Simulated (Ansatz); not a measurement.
CH9GeNSi can be A, `C[NH][GeH2][SiH3]`, or B, `C[N]([SiH3])[GeH3]`.

Gas-phase electronic energies from Ansatz, PBE0-D4/def2-TZVP geometries. CCSD(T)/CBS is the MP2 limit (def2-TZVPP, def2-QZVPP) plus CCSD(T) − MP2 in def2-TZVPP, frozen cores. Functionals use def2-TZVPP. B3LYP here is the variant with VWN-RPA as its local correlation; programs differ in this. For Ge outer-core shells are correlated without core-valence functions, which leaves a few kJ/mol of doubt a bond. Scalar relativity is left out up to krypton. Each species was taken in one conformer, which may not be the lowest.

Task: Which isomer does CCSD(T)/CBS put lower? Give the gap. (An estimate is asked.)

Result: Ansatz gave: B, by 41.4 kJ/mol.

Task: Give E(B) − E(A) in kJ/mol with PBE-D4, HF/def2-TZVPP, r2SCAN-D4, B3LYP-D4, ωB97M-V, B2PLYP, PBE0-D4. (Estimate.)

Result: The calculation gave: PBE-D4 -22.7, HF/def2-TZVPP -51.4, r2SCAN-D4 -33.9, B3LYP-D4 -38.3, ωB97M-V -42.8, B2PLYP -41.0, PBE0-D4 -29.0. None reverses the order clearly.

Largest T1 diagnostic: 0.012.

From PBE to PBE0 (25 % exact exchange), in def2-TZVPP and without D4, E(B) − E(A) moves by −6.8 kJ/mol. The D4 term adds −4.5 kJ/mol with B3LYP and −2.1 kJ/mol with PBE0; it sums over pairs of atoms, weighted by their polarisabilities, and B3LYP, whose exchange is more repulsive, gets the larger term.
